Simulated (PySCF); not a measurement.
Correlation energy of Nb⁵⁺ (niobium, charge +5)

Starting occupation: [Kr]. Computed with PySCF 2.14 in x2c-TZVPPall-2c with one added diffuse shell each of s, p, d, f type (9s10p8d3f1g, 109 functions), with X2C-1e with screened-nucleus spin-orbit coupling, Gaussian nucleus. Frozen: [Ne]; 26 electrons correlated.

MP2 pair energies summed by pair of shells (mhartree):

```json
{"pair": "4p3/2-4p3/2", "energy": "-67.55", "share (%)": "12.7"}
{"pair": "3d3/2-3d5/2", "energy": "-66.77", "share (%)": "12.5"}
{"pair": "4p1/2-4p3/2", "energy": "-64.04", "share (%)": "12.0"}
{"pair": "3d5/2-3d5/2", "energy": "-43.47", "share (%)": "8.2"}
{"pair": "3d5/2-3p3/2", "energy": "-36.25", "share (%)": "6.8"}
{"pair": "3d3/2-3p3/2", "energy": "-24.83", "share (%)": "4.7"}
{"pair": "4p3/2-4s1/2", "energy": "-23.40", "share (%)": "4.4"}
{"pair": "3d5/2-3p1/2", "energy": "-18.64", "share (%)": "3.5"}
{"pair": "3d3/2-3d3/2", "energy": "-17.90", "share (%)": "3.4"}
{"pair": "4p1/2-4p1/2", "energy": "-17.28", "share (%)": "3.2"}
{"pair": "3d5/2-4p3/2", "energy": "-15.80", "share (%)": "3.0"}
{"pair": "3d5/2-3s1/2", "energy": "-12.05", "share (%)": "2.3"}
{"pair": "3d3/2-3p1/2", "energy": "-11.82", "share (%)": "2.2"}
{"pair": "4p1/2-4s1/2", "energy": "-11.62", "share (%)": "2.2"}
{"pair": "3d3/2-4p3/2", "energy": "-10.14", "share (%)": "1.9"}
{"pair": "3p1/2-3p3/2", "energy": "-9.81", "share (%)": "1.8"}
{"pair": "3p3/2-3p3/2", "energy": "-8.83", "share (%)": "1.7"}
{"pair": "3d3/2-3s1/2", "energy": "-8.08", "share (%)": "1.5"}
{"pair": "3d5/2-4p1/2", "energy": "-7.93", "share (%)": "1.5"}
{"pair": "4s1/2-4s1/2", "energy": "-7.37", "share (%)": "1.4"}
{"pair": "3p3/2-4p3/2", "energy": "-6.13", "share (%)": "1.2"}
{"pair": "3d5/2-4s1/2", "energy": "-6.00", "share (%)": "1.1"}
{"pair": "3p3/2-3s1/2", "energy": "-5.64", "share (%)": "1.1"}
{"pair": "3d3/2-4p1/2", "energy": "-5.52", "share (%)": "1.0"}
{"pair": "3d3/2-4s1/2", "energy": "-3.93", "share (%)": "0.7"}
{"pair": "3p3/2-4p1/2", "energy": "-3.57", "share (%)": "0.7"}
{"pair": "3p1/2-4p3/2", "energy": "-3.15", "share (%)": "0.6"}
{"pair": "3p1/2-3s1/2", "energy": "-2.87", "share (%)": "0.5"}
{"pair": "3p3/2-4s1/2", "energy": "-2.53", "share (%)": "0.5"}
{"pair": "3p1/2-3p1/2", "energy": "-2.00", "share (%)": "0.4"}
```

Total MP2 correlation energy: -532.41 mhartree.

The virtual space was cut to 106 spinors, which keep -530.43 of the -532.41 mhartree of MP2 correlation.

```tsv
level	correlation energy (mhartree)
CCSD	-516.17
```

Diagnostics: T1 = 0.0010, largest double amplitude 0.043.

**Question.** Is a single reference adequate?

**Answer.** Yes: T1 lies below 0.03 and no double amplitude reaches 0.07.

This basis was not built for core-valence correlation, so the inner-shell part is incomplete.
